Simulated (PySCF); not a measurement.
CH7NSi3, SMILES [Si@@H]1([SiH3])[SiH2]C=N1. Atoms are numbered in the order given.

```xyz
12

Si     2.2159     0.7724     0.0489
Si     0.3763    -0.6831     0.1997
N     -0.8281    -0.0909     1.4500
C     -1.8558     0.2277     0.7223
Si    -1.5236    -0.2373    -1.1309
H      1.7156     2.1696    -0.2011
H      3.0361     0.7590     1.3109
H      3.0889     0.3550    -1.1056
H      0.8248    -2.0989     0.4596
H     -2.7590     0.6759     1.2043
H     -2.3627    -1.3844    -1.6382
H     -1.5714     0.8667    -2.1600
```
Charge 0, spin multiplicity 1.

Coordinates come from a PBE-D3(BJ)/def2-SVP optimisation. The structure was generated by enumeration; whether it is a known compound was not checked.

Calculation: B3LYP/pcSseg-1 run with PySCF.

GIAO shieldings, no solvent; atoms listed in one row are averaged. δ = σ(ref) − σ: ²⁹Si against TMS (σ = 338.7 ppm); ¹⁵N against NH3 (σ = 265.5 ppm); ¹³C against TMS (σ = 181.3 ppm); ¹H against TMS (σ = 31.68 ppm), references at their B3LYP-D3(BJ)/def2-TZVP geometries, non-relativistic.

Computed chemical shifts:
```tsv
nucleus	atoms	count	δ (ppm)
²⁹Si	Si2	1	5.6
²⁹Si	Si5	1	-29.3
²⁹Si	Si1	1	-97.7
¹⁵N	N3	1	583.4
¹³C	C4	1	222.7
¹H	H10	1	10.43
¹H	H9	1	6.24
¹H	H12	1	5.79
¹H	H11	1	5.71
¹H	H6, H7, H8	3	4.13
```
